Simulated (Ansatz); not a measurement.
Input (FCI/aug-cc-pVDZ; Ansatz, a first-principles code):

Ansatz 0.2 input:
```yaml
crystal:
  periodic: [false, false, false]
  atoms:
    - {symbol: O, position_ang: [0.00000000, 0.00000000, 0.00000000]}
basis:
  gaussian:
    orbitals: aug-cc-pVDZ
magnetization: {spin_polarized: true, initial_magnetization: 2}
correlation: {method: fci, electrons: outside_noble_gas}
scf: {lower_state_search: full}
```

Output:

```
Functional definition: HF
integrals: 0.00 GiB planned
183 factors; integrals over basis functions are off by at most 5.1e-8 eV
mean field: 0.05 GiB planned
mean field evaluation 1: about -2034.9999 eV, gradient 7.2e0 eV
mean field evaluation 2: about -2035.0011 eV, gradient 7.2e0 eV
mean field evaluation 4: about -2035.3110 eV, gradient 8.1e-1 eV
mean field evaluation 8: about -2035.3192 eV, gradient 3.6e-5 eV
mean field evaluation 16: about -2035.3192 eV, gradient 8.1e-5 eV
mean field evaluation 32: about -2034.7612 eV, gradient 9.6e0 eV
mean field -2035.31919301 eV, -74.7966007542 hartree, gradient 1.2e-6 eV, S^2 2.008420; 5 other end points of the search recorded, 0 dependent functions left out
1 core orbitals not correlated
reference -2035.16347133 eV, -74.7908780879 hartree; 4, 2 occupied and 18, 20 virtual orbitals, 183 factors
configuration interaction: 0.19 GiB planned
state -2038.83787806 eV, -74.9259100448 hartree
Total energy: -2038.83787806 eV, -74.9259100448 hartree
```
